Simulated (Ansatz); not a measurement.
A structure relaxed at r2SCAN-D4/def2-TZVP in Ansatz, charge 0, doublet:

```xyz
3

Sn   -0.121   -1.218   -0.778
Sn   -0.606    1.305    0.180
H     0.727   -0.088    0.599
```

Give its formula.

Sn2H.

Summarise the bond lengths by kind (pairs closer than 1.2 times the sum of covalent radii, bridged metal pairs left out).

2 × H–Sn 1.97 Å.

In the def2 sets Sn takes a core potential; there is no spin–orbit coupling. The structure comes from a short search, and lower isomers may exist.
